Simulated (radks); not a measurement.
The numbers below are computed, except where a source is named.
Initial-state core-level shifts of the osmium ion Os3+ when its valence configuration changes from [Xe] 4f14 5d5. Code: a radial shooting solver on a logarithmic mesh with Libxc functionals. Model: Dirac Kohn-Sham, PBEsol, spin-unpolarised, spherical densities, point nucleus; open shells are shared between the two j in proportion to 2j + 1. Shifts are changes of the shell-averaged eigenvalues in eV (positive: less bound).

valence                1s       3d       4s       5s
4f13 5d6          -11.236  -13.770  -12.346   -4.639
4f13 5d5 6p1      -16.708  -19.358  -17.863   -9.839
4f13 5d4.5 6p1.5  -19.488  -22.197  -20.659  -12.448
4f12 5d6 6p1      -28.578  -33.971  -30.733  -14.502
4f12.5 5d5 6p1.5  -25.401  -29.458  -27.084  -14.815
4f14 5d4 6s1       -3.835   -3.967   -3.906   -3.659
4f14 5d4 6p1       -5.320   -5.429   -5.372   -5.095
4f12 5d5 6s1 6p1  -32.861  -38.400  -35.054  -18.428
4f13 5d5.5 6p0.5  -13.956  -16.547  -15.089   -7.234
